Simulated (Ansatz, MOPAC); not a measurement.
System: SiN$_{2}$H$_{5}$F$_{2}$, net charge 1, singlet state. SMILES: N[Si]([NH3+])(F)F

Atoms: N1, Si2, N3, F4, F5, H6, H7, H8, H9, H10. Bonds: N1-Si2, N1-H6, N1-H7, Si2-N3, Si2-F4, Si2-F5, N3-H8, N3-H9, N3-H10.

Bond lengths (Å) and angles (degrees) optimised at AM1 with MOPAC; PM6 with MOPAC; PBE/6-31G* with Ansatz (an electronic-structure program), each started from the B3LYP-D3(BJ)/def2-TZVP structure (Ansatz) of the last column. A row stands for all coordinates that are equal there; 9 of 16 kinds are shown. 6-31G* holds six Cartesian d functions. No wavenumbers were computed at PBE/6-31G*, so these may be saddle points.

```tsv
coordinate	AM1	PM6	PBE/6-31G*	B3LYP-D3(BJ)/def2-TZVP
N1-Si2	1.652	1.669	1.673	1.650
N1-H6	0.993	1.024	1.022	1.010
Si2-N3	1.971	1.896	1.912	1.879
Si2-F4	1.601	1.544	1.588	1.563
N3-H8	1.015	1.038	1.034	1.023
N3-H10	1.016	1.039	1.036	1.025
N1-Si2-N3	103.7	109.9	109.6	111.2
N1-Si2-F4	118.2	114.5	115.9	115.3
N3-Si2-F4	100.1	103.7	98.4	98.8
```

Mean signed difference of all 9 bond lengths from B3LYP-D3(BJ)/def2-TZVP: AM1 0.012 Å, PM6 0.008 Å, PBE/6-31G* 0.018 Å.
